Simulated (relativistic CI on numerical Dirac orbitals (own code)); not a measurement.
# Cu²¹⁺: computed level list

Computed by Dirac-Coulomb-Breit CI, separate exchange-only KLI orbitals for each configuration, QED by a radiative potential, unscaled Slater integrals (own radial code, finite nucleus).

Configurations in the expansion (outside the closed core 1s2): 2s²2p⁴, 2s2p⁵, 2p⁶, 2p⁵3s, 2p⁵3p, 2p⁵3d, 2s²2p³3s, 2s²2p³3p, 2s²2p³3d, 2s2p⁴3s, 2s2p⁴3p, 2s2p⁴3d, 2s²2p³4s, 2s²2p³4p, 2s²2p³4d, 2s²2p³4f. Levels of other configurations are missing.

The lowest level is 2s²2p⁴ ³P2, with 87 % of that term; Hund's rules for 2s²2p⁴ give ³P with J = 2, in agreement.

```
No.  Configuration  Term  J   E (Ry)    %  Landé g  Lifetime (s)
  1         2s²2p⁴    ³P  2   0.0000   87    1.429              
  2         2s²2p⁴    ³P  0   0.9244   69               6.78e-01
  3         2s²2p⁴    ³P  1   1.3809  100    1.497      1.45e-05
  4         2s²2p⁴    ¹D  2   2.1877   87    1.062      1.52e-05
  5         2s²2p⁴    ¹S  0   4.1554   68               2.16e-06
  6          2s2p⁵   ³P°  2  10.1512  100    1.496      1.64e-11
  7          2s2p⁵   ³P°  1  11.0169   94    1.464      1.25e-11
  8          2s2p⁵   ³P°  0  11.7491  100               1.31e-11
  9          2s2p⁵   ¹P°  1  14.0666   94    1.027      4.80e-12
 10            2p⁶    ¹S  0  23.4853   98               4.73e-12
 11       2s²2p³3s   ⁵S°  2  79.1196   79    1.880      2.43e-12
 12       2s²2p³3s   ³S°  1  79.6131   68    1.668      1.86e-13
 13       2s²2p³3s   ³D°  2  80.8446   53    1.318      4.60e-13
 14       2s²2p³3s   ³D°  1  80.9275   66    0.927      3.10e-13
 15       2s²2p³3s   ³D°  3  81.3522   99    1.329      4.72e-13
 16       2s²2p³3s   ¹D°  2  81.5601   70    1.053      2.35e-13
 17       2s²2p³3p    ⁵P  1  81.6164   70    2.161      8.38e-11
 18       2s²2p³3p    ⁵P  2  81.6601   62    1.638      1.13e-10
 19       2s²2p³3p    ⁵P  3  82.0008   79    1.586      1.05e-10
 20       2s²2p³3p    ³P  1  82.2158   58    1.451      5.28e-11
 21       2s²2p³3s   ³P°  0  82.2202   98               5.34e-13
 22       2s²2p³3s   ³P°  1  82.3104   70    1.354      3.52e-13
 23       2s²2p³3p    ³P  2  82.5741   53    1.434      7.10e-11
 24       2s²2p³3p    ³P  0  82.7715   97               4.60e-11
 25       2s²2p³3p    ³D  1  83.1453   33    1.164      3.80e-11
 26       2s²2p³3s   ³P°  2  83.3244   63    1.401      3.97e-13
 27       2s²2p³3p    ³F  2  83.3993   44    1.025      1.16e-10
 28       2s²2p³3s   ¹P°  1  83.4823   53    1.032      2.46e-13
 29       2s²2p³3p    ³D  2  83.6490   56    1.163      4.33e-11
 30       2s²2p³3p    ³F  3  83.6992   65    1.188      8.49e-11
 31       2s²2p³3p    ³D  3  83.8548   53    1.192      4.36e-11
 32       2s²2p³3p    ³D  1  83.9213   44    0.889      3.52e-11
 33       2s²2p³3p    ³P  0  84.1715   93               7.94e-12
 34       2s²2p³3p    ³D  3  84.1938   47    1.167      8.00e-11
 35       2s²2p³3p    ³F  4  84.2532  100    1.247      1.14e-10
 36       2s²2p³3p    ³P  1  84.6396   57    1.320      8.01e-12
 37       2s²2p³3p    ³P  2  84.6903   81    1.424      3.99e-12
 38       2s²2p³3p    ³D  1  84.8124   55    0.821      1.32e-11
 39       2s²2p³3d   ⁵D°  3  85.0147   72    1.413      5.31e-12
 40       2s²2p³3d   ⁵D°  2  85.0193   71    1.370      1.22e-12
 41       2s²2p³3d   ⁵D°  0  85.0436   82               2.94e-12
 42       2s²2p³3d   ⁵D°  1  85.0489   82    1.437      7.67e-13
 43       2s²2p³3d   ⁵D°  4  85.0815   80    1.440      1.76e-10
 44       2s²2p³3p    ¹D  2  85.1458   55    1.163      1.21e-11
 45       2s²2p³3p    ³S  1  85.2538   37    1.507      1.12e-11
 46       2s²2p³3p    ³D  2  85.2936   72    1.110      1.80e-11
 47       2s²2p³3d   ³D°  2  85.4514   56    1.149      1.84e-13
 48       2s²2p³3p    ³P  0  85.6364   73               6.27e-12
 49       2s²2p³3d   ³D°  3  85.8909   62    1.245      7.69e-14
 50       2s²2p³3d   ³D°  1  85.8957   86    0.606      8.25e-14
 51       2s²2p³3p    ³P  1  86.0340   51    1.572      4.75e-12
 52       2s²2p³3p    ³D  3  86.1308   64    1.269      2.56e-11
 53       2s²2p³3p    ³P  1  86.3205   39    1.084      1.67e-11
 54       2s²2p³3p    ¹D  2  86.4405   48    1.162      3.04e-11
 55       2s²2p³3p    ¹D  2  86.5566   52    1.186      1.88e-11
 56       2s²2p³3d   ³F°  2  86.6694   62    0.881      2.68e-13
 57       2s²2p³3d   ³F°  3  86.7590   62    1.126      1.77e-13
 58       2s²2p³3d   ¹S°  0  86.7731   66               5.44e-12
 59       2s²2p³3d   ³D°  1  86.7857   58    0.788      1.13e-13
 60       2s²2p³3d   ³G°  4  86.8267   45    1.135      1.67e-10
 61       2s²2p³3d   ³G°  3  86.8311   52    0.973      6.78e-13
 62       2s²2p³3d   ³F°  4  87.2052   94    1.236      1.60e-10
 63       2s²2p³3d   ¹G°  4  87.3410   60    1.027      1.42e-10
 64       2s²2p³3d   ³P°  2  87.3439   42    1.270      4.21e-14
 65       2s²2p³3d   ³G°  5  87.3475  100    1.197      1.67e-10
 66       2s²2p³3d   ³P°  1  87.3645   32    1.242      8.22e-14
 67        2s2p⁴3s    ⁵P  3  87.5312   94    1.648      9.11e-12
 68       2s²2p³3d   ³D°  3  87.6194   81    1.269      2.93e-14
 69       2s²2p³3d   ³P°  0  87.6315   74               8.42e-14
 70       2s²2p³3d   ³D°  2  87.7179   63    1.209      3.64e-14
```

Energies count from the lowest computed level; ° marks odd parity; lifetimes are radiative, by E1, M1, E2, M2 decay to levels of this space only.

The mean weight of the leading LS term, summed over parents, in these 70 levels is 69 %, and that of the leading jj configuration (from the same eigenvectors) 73 %.

At this charge energies of transitions that change n are usually good to better than 1 %, and those within a shell (Δn = 0) to a few per cent.

LS names give the leading component of a level, which can be under half, so a name can repeat, a term be missing and a line seem to break the LS rules.
